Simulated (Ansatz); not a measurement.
`[OH][InH][ZnH]`, charge 0, multiplicity 1.

Q: Give a relaxed structure at PBE0-D4/def2-TZVP (Ansatz). (An estimate is asked.)

A: Ansatz gave: 
```xyz
6

O     0.927   -1.288   -1.002
In   -0.487    0.033   -0.472
Zn    0.093    1.103    1.811
H     0.752   -1.710   -1.846
H    -1.732    0.116   -1.681
H     0.448    1.746    3.191
```
Point group Cs.
